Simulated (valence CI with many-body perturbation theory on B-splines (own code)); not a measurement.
**Ho⁶⁰⁺: electric-dipole lines**

Computed by configuration interaction combined with many-body perturbation theory (CI+MBPT): five valence electrons over a frozen Dirac-Fock core [He], a basis of 11 s, 11 p, 10 d, 8 f, 5 g, 2 h functions for each j, with the one-electron correlation potential Σ1, the two-electron term Σ2, the three-electron term Σ3, Breit, model QED; selected CI, second order for the rest, scaled by the run's own slope (own B-spline code, finite nucleus).

The last digits are not significant, and no measured levels were compared; by estimate large intervals hold to a few tenths of a per cent, small ones and those within an open d or f shell to about a per cent. Among the levels kept, up to 7300 cm⁻¹ of a level comes from second order outside the variational space, and about a tenth of that is noise between levels of different J, which matters for small intervals.

Lines 151 to 200 of 584 in falling wavelength, among levels below 81412 × 10³ cm⁻¹, chosen from the strongest by gf and those to the six lowest levels. Wavelengths and rates use the calculated energies. Electric multipoles are in the length gauge, E1 and E2 with the static RPA response of the core. Weak lines are less certain than strong ones. Lines between different terms over intervals too small for the method are left out, as are lines whose strength nearly cancels. The highest levels of a list are the least certain.

Levels are named by their leading jj configuration (3d3/2^4 stands for four electrons in 3d with j = 3/2), which in mixed levels can hold well under half, so a name can repeat and another be missing. Letters in brackets count levels of one name in rising energy.

```
λ vac (nm)                               Upper                               Lower   A (s⁻¹)  S (a.u.)
     3.379  (2s 2p1/2^2 2p3/2 3p3/2) J=3/2 [b]     (2s 2p1/2^2 2p3/2 3s) J=3/2 [b]  2.14e+11  1.63e-02
     3.374  (2s 2p1/2^2 2p3/2 3p3/2) J=3/2 [a]         (2s 2p1/2^2 2p3/2 3s) J=5/2  1.30e+11  9.89e-03
     3.368  (2s 2p1/2 2p3/2^2 3d5/2) J=7/2 [b]  (2s 2p1/2 2p3/2^2 3p1/2) J=5/2 [c]  8.11e+10  1.22e-02
     3.364          (2s 2p1/2^2 2p3/2^2) J=3/2          (2s^2 2p1/2 2p3/2^2) J=5/2  6.42e+10  4.82e-03
     3.363   (2p1/2^2 2p3/2^2 3p3/2) J=3/2 [a]  (2s 2p1/2 2p3/2^2 3p3/2) J=5/2 [b]  1.44e+11  1.08e-02
     3.353  (2s^2 2p1/2 2p3/2 3d3/2) J=5/2 [b]      (2s^2 2p1/2 2p3/2 3p1/2) J=5/2  1.66e+11  1.85e-02
     3.342  (2s^2 2p1/2 2p3/2 3p3/2) J=5/2 [b]     (2s^2 2p1/2 2p3/2 3s) J=3/2 [b]  3.40e+11  3.76e-02
     3.330  (2s 2p1/2 2p3/2^2 3p3/2) J=5/2 [b]     (2s 2p1/2 2p3/2^2 3s) J=5/2 [b]  3.87e+11  4.24e-02
     3.323  (2s 2p1/2 2p3/2^2 3p3/2) J=5/2 [e]     (2s 2p1/2 2p3/2^2 3s) J=3/2 [b]  8.86e+10  9.63e-03
     3.320   (2p1/2^2 2p3/2^2 3p3/2) J=3/2 [b]          (2p1/2^2 2p3/2^2 3s) J=1/2  2.64e+11  1.90e-02
     3.316  (2s 2p1/2 2p3/2^2 3d3/2) J=5/2 [e]  (2s 2p1/2 2p3/2^2 3p1/2) J=5/2 [c]  1.40e+11  1.51e-02
     3.298          (2p1/2^2 2p3/2^2 3s) J=3/2     (2s 2p1/2 2p3/2^2 3s) J=5/2 [b]  4.52e+11  3.20e-02
     3.290  (2s^2 2p1/2 2p3/2 3p3/2) J=5/2 [b]         (2s^2 2p1/2 2p3/2 3s) J=5/2  3.62e+11  3.82e-02
     3.289  (2s 2p1/2 2p3/2^2 3d3/2) J=5/2 [b]      (2s 2p1/2 2p3/2^2 3p1/2) J=7/2  2.13e+11  2.25e-02
     3.270  (2s 2p1/2^2 2p3/2 3p3/2) J=3/2 [b]         (2s 2p1/2^2 2p3/2 3s) J=1/2  2.49e+11  1.72e-02
     3.240  (2s^2 2p1/2 2p3/2 3p3/2) J=3/2 [b]         (2s^2 2p1/2 2p3/2 3s) J=1/2  1.77e+11  1.19e-02
     3.233  (2s 2p1/2^2 2p3/2 3p3/2) J=1/2 [b]         (2s 2p1/2^2 2p3/2 3s) J=1/2  3.58e+11  1.19e-02
     3.232  (2s 2p1/2^2 2p3/2 3p3/2) J=5/2 [a]         (2s 2p1/2^2 2p3/2 3s) J=5/2  3.72e+11  3.72e-02
     3.200  (2s 2p1/2 2p3/2^2 3p3/2) J=3/2 [f]     (2s 2p1/2 2p3/2^2 3s) J=3/2 [d]  1.90e+11  1.23e-02
     3.182      (2s^2 2p3/2^2 3p3/2) J=3/2 [a]             (2s^2 2p3/2^2 3s) J=3/2  5.76e+11  3.66e-02
     3.171  (2s 2p1/2 2p3/2^2 3p3/2) J=3/2 [f]     (2s 2p1/2 2p3/2^2 3s) J=3/2 [c]  2.63e+11  1.66e-02
     3.170          (2s 2p1/2^2 2p3/2^2) J=3/2          (2s^2 2p1/2 2p3/2^2) J=3/2  2.16e+10  1.36e-03
     3.164  (2s^2 2p1/2 2p3/2 3p3/2) J=3/2 [b]     (2s^2 2p1/2 2p3/2 3s) J=3/2 [a]  1.95e+11  1.22e-02
     3.159  (2s^2 2p1/2 2p3/2 3p3/2) J=1/2 [b]     (2s^2 2p1/2 2p3/2 3s) J=3/2 [b]  7.35e+11  2.29e-02
     3.126  (2s 2p1/2 2p3/2^2 3p3/2) J=5/2 [b]         (2s 2p1/2 2p3/2^2 3s) J=7/2  2.59e+11  2.35e-02
     3.107      (2s^2 2p3/2^2 3p3/2) J=3/2 [a]             (2s^2 2p3/2^2 3s) J=5/2  1.56e+11  9.23e-03
     1.104  (2s 2p1/2 2p3/2^2 3p3/2) J=7/2 [a]  (2s^2 2p1/2 2p3/2 3p3/2) J=5/2 [a]  9.60e+11  5.11e-03
     1.104  (2s 2p1/2 2p3/2^2 3d5/2) J=9/2 [a]  (2s^2 2p1/2 2p3/2 3d5/2) J=7/2 [a]  9.09e+11  6.04e-03
     1.101  (2s 2p1/2 2p3/2^2 3d5/2) J=9/2 [b]  (2s^2 2p1/2 2p3/2 3d5/2) J=7/2 [b]  5.45e+11  3.60e-03
     1.101     (2s 2p1/2 2p3/2^2 3s) J=5/2 [a]     (2s^2 2p1/2 2p3/2 3s) J=3/2 [a]  1.14e+12  4.51e-03
     1.100  (2s 2p1/2 2p3/2^2 3p3/2) J=7/2 [b]  (2s^2 2p1/2 2p3/2 3p3/2) J=5/2 [b]  8.81e+11  4.63e-03
     1.092  (2s 2p1/2 2p3/2^2 3p1/2) J=5/2 [a]  (2s^2 2p1/2 2p3/2 3p1/2) J=3/2 [a]  1.07e+12  4.11e-03
     1.090  (2s 2p1/2 2p3/2^2 3d3/2) J=7/2 [a]  (2s^2 2p1/2 2p3/2 3d3/2) J=5/2 [a]  8.19e+11  4.18e-03
     1.082     (2s 2p1/2 2p3/2^2 3d5/2) J=11/2      (2s^2 2p1/2 2p3/2 3d5/2) J=9/2  9.30e+11  6.98e-03
     1.081         (2s 2p1/2 2p3/2^2 3s) J=7/2         (2s^2 2p1/2 2p3/2 3s) J=5/2  1.10e+12  5.51e-03
     1.080  (2s 2p1/2 2p3/2^2 3d3/2) J=7/2 [b]  (2s^2 2p1/2 2p3/2 3d3/2) J=5/2 [b]  7.71e+11  3.83e-03
     1.078  (2s 2p1/2 2p3/2^2 3p1/2) J=5/2 [b]  (2s^2 2p1/2 2p3/2 3p1/2) J=3/2 [b]  9.92e+11  3.68e-03
     1.077      (2s 2p1/2 2p3/2^2 3p3/2) J=9/2      (2s^2 2p1/2 2p3/2 3p3/2) J=7/2  9.59e+11  5.91e-03
     1.075      (2s 2p1/2 2p3/2^2 3d3/2) J=9/2      (2s^2 2p1/2 2p3/2 3d3/2) J=7/2  9.19e+11  5.63e-03
     1.074      (2s 2p1/2 2p3/2^2 3p1/2) J=7/2      (2s^2 2p1/2 2p3/2 3p1/2) J=5/2  1.05e+12  5.14e-03
     1.059          (2s 2p1/2^2 2p3/2^2) J=5/2          (2s^2 2p1/2^2 2p3/2) J=3/2  1.13e+12  3.98e-03
     1.059       (2p1/2^2 2p3/2^2 3p3/2) J=5/2  (2s 2p1/2^2 2p3/2 3p3/2) J=3/2 [b]  1.93e+12  6.79e-03
     1.050          (2p1/2^2 2p3/2^2 3s) J=5/2     (2s 2p1/2^2 2p3/2 3s) J=3/2 [b]  2.25e+12  7.72e-03
     1.049       (2p1/2^2 2p3/2^2 3p1/2) J=3/2      (2s 2p1/2^2 2p3/2 3p1/2) J=1/2  1.98e+12  4.50e-03
     1.048  (2s 2p1/2 2p3/2^2 3p3/2) J=3/2 [b]         (2s 2p1/2^2 2p3/2 3s) J=1/2  1.35e+12  3.08e-03
     1.048       (2p1/2^2 2p3/2^2 3p1/2) J=5/2  (2s 2p1/2^2 2p3/2 3p1/2) J=3/2 [b]  1.79e+12  6.10e-03
     1.045       (2p1/2^2 2p3/2^2 3p3/2) J=7/2  (2s 2p1/2^2 2p3/2 3p3/2) J=5/2 [b]  3.33e+12  1.50e-02
     1.040       (2p1/2^2 2p3/2^2 3d3/2) J=7/2  (2s 2p1/2^2 2p3/2 3d3/2) J=5/2 [b]  2.29e+12  1.01e-02
     1.037        (2s 2p1/2 2p3/2^3) J=3/2 [a]          (2s^2 2p1/2 2p3/2^2) J=3/2  3.71e+12  8.18e-03
     1.034  (2s 2p1/2 2p3/2^2 3p3/2) J=5/2 [b]  (2s^2 2p1/2 2p3/2 3p3/2) J=3/2 [a]  1.16e+12  3.81e-03
```
